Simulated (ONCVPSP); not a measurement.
## PW91 ONCV dataset for selenium (Se), scalar-relativistic all-electron reference.

- Element: Se (Z = 34)
- Generator: ONCVPSP 4.0.1
- Type: optimised norm-conserving Vanderbilt (ONCV)
- Functional: PW91
- Relativity: scalar-relativistic
- Frozen core: [Ar]
- Valence charge: 16
- Reference configuration: 3d10 4s1.75 4p4.25
- Partial waves: 4s: rc 1.40 bohr, ncon 5, nbas 8, qcut 4.5 1/bohr, 1 projector; 4p: rc 1.40 bohr, ncon 4, nbas 9, qcut 6.5 1/bohr, 2 projectors, debl 1.1 Ha; 3d: rc 0.60 bohr, ncon 5, nbas 9, qcut 19 1/bohr, 2 projectors, debl 3.1 Ha
- Local potential: polynomial inside 0.50 bohr (lpopt 4, dvloc0 3 Ha)
- Core correction: Teter function, fcfact 4.5, rcfact 1.35

All-electron outer shells of the reference configuration (PW91, scalar-relativistic, ld1.x):

| shell | level (eV) | outermost node (bohr) | outermost maximum (bohr) |
| --- | --- | --- | --- |
| 3s | -213.92 | 0.24 | 0.50 |
| 3p | -153.45 | 0.21 | 0.50 |
| 3d | -53.63 | – | 0.45 |
| 4s | -17.57 | 0.70 | 1.51 |
| 4p | -6.72 | 0.74 | 1.80 |

**Question.** Does the generator finish with these settings?

**Answer.** Yes, a potential is produced and its reference levels are reproduced.

**Question.** Estimate the cutoffs (Ha) at which the residual kinetic energy of the hardest occupied pseudo-wave falls to 1 and 0.1 mHa per electron.

**Answer.** 713 Ha and 838 Ha.

**Question.** Does the potential have ghost states?

**Answer.** Ghosts flagged at negative energy: s at -441.1 eV, p at -241.3 eV, p at -100.6 eV; no localised positive-energy state flagged. A true bound ghost makes a file unfit for plane-wave use.

**Question.** Which valence shell sets the plane-wave cutoff?

**Answer.** 3d: 713 Ha for 1 mHa per electron, against 50 Ha for 4s.

**Question.** Tests: 3d10 4s2 4p4; 3d10 4s2 4p3; 3d10 4s2 4p2; 3d10 4s2 4p3.5. Which has the largest error in its energy relative to the reference configuration, and how large is it?

**Answer.** 3d10 4s2 4p2, with -1.5 meV (all-electron minus pseudo) on +28.62 eV.
